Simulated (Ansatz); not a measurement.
Isolated molecules relaxed with PBE0-D4/def2-TZVP in Ansatz; ΔE leaves out vibrations. CCSD(T)/CBS is the MP2 limit (def2-TZVPP, def2-QZVPP) plus CCSD(T) − MP2 in def2-TZVPP, frozen cores. This one scheme is used for every species. DFT in def2-TZVPP. Each species was taken in one conformer, which may not be the lowest.

Consider the redistribution: `[OH][AlH][Cl]` + `CN[SiH2][SiH2]N` → `C[NH][AlH][OH]` + `N[SiH2][SiH2]Cl`.

Task: Is it downhill or uphill in electronic energy at CCSD(T)/CBS, and by how much? (Best estimate.)

Result: Computed: Uphill: ΔE = +0.25 eV.

Task: What do these levels give: ωB97X-V, ωB97M-V, HF/def2-TZVPP, MP2/def2-TZVPP, SCS-MP2/def2-QZVPP, MP2/CBS(def2)? (An estimate is asked.)

Result: Computed: ωB97X-V 0.27, ωB97M-V 0.27, HF/def2-TZVPP 0.30, MP2/def2-TZVPP 0.27, SCS-MP2/def2-QZVPP 0.25, MP2/CBS(def2) 0.25 eV.

Largest T1 diagnostic among the species: 0.011.
